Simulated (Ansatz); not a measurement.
Input for Ansatz (a quantum-chemistry and plane-wave program): R-r2SCAN/def2-TZVPPD on ClH5Si (a complex), monomers drawn apart or pushed together. Files ending in .json are basis or fitting sets from the Basis Set Exchange.

Ansatz 0.2 input:
```yaml
crystal:
  periodic: [false, false, false]
  atoms:
    - {symbol: Cl, position_ang: [0.62551507, 1.13809305, -0.22468063]}
    - {symbol: H, position_ang: [1.11864222, -0.03363166, -0.05764518]}
    - {symbol: Si, position_ang: [-0.83312627, -1.03441130, 6.04213531]}
    - {symbol: H, position_ang: [-0.96990787, 0.43520574, 6.12264726]}
    - {symbol: H, position_ang: [-1.81425600, -1.58182390, 5.07937340]}
    - {symbol: H, position_ang: [-1.07085725, -1.63077831, 7.37693230]}
    - {symbol: H, position_ang: [0.53540559, -1.38399992, 5.59557633]}
basis:
  gaussian:
    orbitals: def2-TZVPPD.json
hamiltonian:
  xc: {name: r2SCAN}
scf: {lower_state_search: off}
```

Program output:

```
WARN ansatz: RAYON_NUM_THREADS=2 ignored (pool sized by the plan → 2); use --threads N
Functional definition: r2SCAN
these checks for a lower state are left out or cut short: stability, starts, cluster_reference, orbital_swaps, neighbouring_geometries, increment
integrals: 0.08 GiB planned
924 factors; their error is unknown
mean field: 0.55 GiB planned
mean field evaluation 1: about -20479.6614 eV, gradient 1.6e1 eV
mean field evaluation 2: about -20480.1150 eV, gradient 1.2e1 eV
mean field evaluation 4: about -20480.4354 eV, gradient 3.2e-1 eV
mean field evaluation 8: about -20480.4106 eV, gradient 3.1e-1 eV
mean field evaluation 16: about -20480.4108 eV, gradient 6.6e-6 eV
mean field -20480.41075371 eV, -752.6412130777 hartree, gradient 6.7e-6 eV, S^2 0.000000; 0 other end points of the search recorded, 0 dependent functions left out
reference -20480.41077774 eV, -752.6412139608 hartree; 18, 18 occupied and 166, 166 virtual orbitals, 924 factors
Total energy: -20480.41077774 eV, -752.6412139608 hartree
Checks for a lower state left out: stability, starts, cluster_reference, orbital_swaps, neighbouring_geometries, increment
```

The run converged.

Cost: very roughly 2.8 core-seconds.
